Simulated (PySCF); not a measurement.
# What a mistake does to a calculation on CGeH7OSi cation

These are calculations, not measurements. They come from PySCF 2.14.0, an open-source quantum chemistry program, on an isolated molecule that a program drew, which may never have been made. The molecule is CGeH7OSi cation (charge +1, singlet), drawn as the SMILES string `O[CH]([SiH2+])[GeH3]`.

Each row is a Hartree-Fock (HF) and frozen-core CCSD(T) single point in the cc-pV(D+d)Z basis, meant for a local HF minimum. Run 1 is clean. Each other run has one planted mistake out of seven kinds, and not every kind appears here: one electron removed, one electron added, multiplicity raised by two, geometry at a saddle point, minimal basis STO-3G, one bond length entered in bohr, all coordinates scaled. The reference is restricted for singlets and unrestricted otherwise, and also for a bond in bohr. Adding or removing an electron swaps singlet and doublet. Electrons count all cores. HOMO and LUMO are orbital energies over both spins, the gradient is its largest component, and the lowest frequency (negative if imaginary) is given only where the gradient is small. Bond lengths are over the 10 bonds as drawn. T1 is the CCSD diagnostic: over 0.02 (restricted) or 0.045 (unrestricted) a single reference is doubtful. Germanium has the cc-pVDZ-PP basis, with a core potential (ECP10MDF) in place of its 10 inner electrons, and its 3s, 3p and 3d shells are frozen in CCSD(T).

Geometry of the clean run:
```xyz
11
CGeH7OSi cation, angstrom
O     1.4992   -0.5741    1.1087
C     0.7099    0.1262    0.2008
Si    1.6460    0.4848   -1.2949
Ge    0.2350    2.0160    1.0000
H     1.0110   -0.7966    1.8913
H    -0.2739   -0.3090   -0.0057
H     0.9556    1.0659   -2.4462
H     3.1037    0.3873   -1.3261
H     1.4919    2.8775    0.9658
H    -0.1625    1.6065    2.4051
H    -0.8914    2.6014    0.1636
```

```
run  electrons  basis functions  <S^2>  HOMO (eV)  LUMO (eV)  gradient (hartree/bohr)  lowest frequency (cm^-1)  mean bond (Å)  longest bond (Å)      T1  HF (hartree)  CCSD(T) (hartree)                 mistake
  1         66              109  0.000     -15.30      -4.99                  1.3e-05                        70         1.4828             2.106  0.0174    -698.80560         -699.38471                no fault
  2         66              109  0.000     -15.42      -4.92                  2.7e-02                         -         1.4487             2.058  0.0168    -698.79985         -699.37459  all coordinates scaled
  3         67              109  0.767      -6.64       2.36                  4.2e-02                         -         1.4828             2.106  0.0128    -699.01955         -699.61225                       ?
  4         66              109  0.867     -13.72      -5.00                  6.7e-03                         -         1.6184             2.880  0.0368    -698.70185         -699.26699                       ?
```

**Which mistake was planted in run 3, and what did it cost?**

It counts 67 electrons, one more than the clean run, at the same geometry and basis. So the mistake is: one electron added. Subtracting run 1 and multiplying by 627.51 kcal/mol a hartree, the energy moved by -134.3 kcal/mol in HF and -142.8 kcal/mol in CCSD(T).

**Which mistake was planted in run 4, and what did it cost?**

The mean bond changes by a factor of 1.091 and the longest by 1.368, so the molecule wasn't scaled as a whole. A length L in bohr read as angstrom grows by (1/0.5292 - 1) L = 0.890 L. The 10 bonds together grew by 10 x 0.1356 = 1.356 Å, which gives L = 1.524 Å. That is the length of one of the Ge-H bonds, 1.524 Å in the clean geometry. So the mistake is: one bond length entered in bohr. Subtracting run 1 and multiplying by 627.51 kcal/mol a hartree, the energy moved by 65.1 kcal/mol in HF and 73.9 kcal/mol in CCSD(T).

